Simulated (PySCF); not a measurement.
CaS and its ions

PBE0; Ca def2-SVPD, S def2-SVPD; no relativity (PySCF 2.14). Neutral (UKS): singlet (closed shell), Re = 2.310 Å, ωe = 488 cm⁻¹, De = 3.67 eV, HOMO -5.01 eV, LUMO -2.46 eV.

CaS⁺ (UKS): doublet (π ↑), Re = 2.460 Å, ωe = 409 cm⁻¹, De = 2.97 eV to Ca⁺ + S. The energies at the minima are -1075.26875 hartree for CaS and -1075.02028 for CaS⁺.

Task: Work out the adiabatic ionisation energy, without and with harmonic zero-point energies (1 hartree = 27.2114 eV, 1 eV = 8065.5 cm⁻¹), and the change of the bond length.

Result: At PBE0: 0.24847 hartree = 6.761 eV between the minima; the zero-point term (409.0 − 488.0)/2 cm⁻¹ = -0.005 eV makes it 6.756 eV. Re changes by +15.0 pm against the neutral. Minus the HOMO energy is 5.01 eV, -1.75 eV from the value between the minima; self-interaction puts the Kohn–Sham level too high, less so with exact exchange. The electron leaves a π orbital; in so polar a molecule the change of length follows mostly from the change of the ionic charges.

CaS⁻ (UKS): doublet (σ ↑), Re = 2.408 Å, ωe = 420 cm⁻¹, De = 2.93 eV to Ca + S⁻. The energies at the minima are -1075.26875 hartree for CaS and -1075.31989 for CaS⁻.

Task: Work out the adiabatic electron affinity, without and with harmonic zero-point energies (1 hartree = 27.2114 eV, 1 eV = 8065.5 cm⁻¹), and the change of the bond length.

Result: At PBE0: 0.05114 hartree = 1.392 eV between the minima; the zero-point term (488.0 − 420.0)/2 cm⁻¹ = +0.004 eV makes it 1.396 eV. Re changes by +9.8 pm against the neutral. The electron enters a σ orbital; in so polar a molecule the change of length follows mostly from the change of the ionic charges.

For an ion De counts to the pair picked by the measured ionisation energies or electron affinities, which need not be the lowest pair at this level. States were picked by a PBE0 search and need not be the measured ground states.
